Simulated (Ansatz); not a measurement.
Process, species as SMILES: N#C[O] → C atom + N atom + O atom
B3LYP-D3(BJ)/def2-TZVP geometries, fixed; electronic energies without zero-point terms.

Basis-set convergence of the atomisation energy at MP2 with Ansatz (a program for electronic structure). Cartesian d functions, on some or all atoms, in 6-31G**; all else is spherical. Cores are frozen. Open shells are unrestricted. No added dispersion term, no relativity. Functions are those of the species that has most. Reference: Hartree-Fock in cc-pVQZ plus the correlation part extrapolated as X^-3 from cc-pVTZ and cc-pVQZ, 327.34 kcal/mol, itself unsure by roughly 2.06 kcal/mol (a third of the extrapolation step and of the last Hartree-Fock step). Deviations are taken from unrounded values.

```json
[
 {"basis": "pcseg-0", "functions": "27", "atomisation energy (kcal/mol)": "233.88", "minus reference (kcal/mol)": "-93.46"},
 {"basis": "cc-pVDZ", "functions": "42", "atomisation energy (kcal/mol)": "292.40", "minus reference (kcal/mol)": "-34.94"},
 {"basis": "pcseg-1", "functions": "42", "atomisation energy (kcal/mol)": "297.57", "minus reference (kcal/mol)": "-29.77"},
 {"basis": "6-31G**", "functions": "45", "atomisation energy (kcal/mol)": "297.01", "minus reference (kcal/mol)": "-30.33"},
 {"basis": "6-311G**", "functions": "54", "atomisation energy (kcal/mol)": "299.10", "minus reference (kcal/mol)": "-28.24"},
 {"basis": "aug-cc-pVDZ", "functions": "69", "atomisation energy (kcal/mol)": "296.59", "minus reference (kcal/mol)": "-30.75"},
 {"basis": "aug-pcseg-2", "functions": "138", "atomisation energy (kcal/mol)": "318.05", "minus reference (kcal/mol)": "-9.28"},
 {"basis": "pcseg-3", "functions": "180", "atomisation energy (kcal/mol)": "323.92", "minus reference (kcal/mol)": "-3.42"},
 {"basis": "def2-QZVPPD", "functions": "192", "atomisation energy (kcal/mol)": "322.30", "minus reference (kcal/mol)": "-5.04"}
]
```
